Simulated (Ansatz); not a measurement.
Basis-set series for C$_{4}$GeN$_{4}$O$_{4}$ (`O=C=[N][Ge]([N]=C=O)([N]=C=O)[N]=C=O`). Charge 0, multiplicity 1. The structure was optimised at the PBE0-D4/def2-TZVP level. It is one conformer, not always the lowest.

```xyz
13

O     0.961    3.116    1.746
C     0.898    2.003    1.433
N     0.892    0.824    1.168
Ge    0.025   -0.214   -0.022
N    -1.064    0.832   -1.006
C    -1.853    0.672   -1.905
O    -2.624    0.601   -2.766
N    -0.923   -1.486    0.820
C    -1.393   -1.646    1.919
O    -1.874   -1.874    2.949
N     1.193   -1.072   -1.082
C     2.336   -0.918   -1.435
O     3.426   -0.840   -1.819
```

```tsv
functional	basis	functions	energy (Eh)	HOMO (eV)	LUMO (eV)
PBE0-D4	def2-SVP	200	-2747.71671	-9.15	-1.14
PBE0-D4	def2-TZVPP	420	-2748.75682	-9.25	-1.31
ωB97M-V	def2-SVP	200	-2748.41579	-11.33	1.17
ωB97M-V	def2-TZVPP	420	-2749.47323	-11.47	0.93
```

Question: Give the rows for def2-QZVPP. (Estimate.)

Answer: Ansatz gave: 
| functional | basis | functions | energy (Eh) | HOMO (eV) | LUMO (eV) |
| --- | --- | --- | --- | --- | --- |
| PBE0-D4 | def2-QZVPP | 773 | -2748.83623 | -9.28 | -1.35 |
| ωB97M-V | def2-QZVPP | 773 | -2749.54795 | -11.51 | 0.86 |

Positive LUMOs are unbound and depend on the basis. Scalar relativity is left out up to krypton.
